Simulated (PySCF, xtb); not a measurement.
CH₈GeOSi, SMILES [GeH3][O][SiH2]C.

xtb 6.7.1 with GFN2-xTB at its own geometry gives an orbital gap of 5.93 eV and a dipole moment of 0.54 D.

The structure is a stationary point at TPSSh-D3(BJ)/def2-SVP. The structure was generated by enumeration, and PubChem lists no compound with its InChIKey, so it may never have been made. One conformer was computed; it need not be the lowest.

Task: What does r2SCAN/def2-TZVP run with PySCF give? (An estimate is asked for; the answer gives what the named calculation found.)

Result: gap 6.63 eV (levels -7.15 and -0.51 eV), dipole 0.37 D.
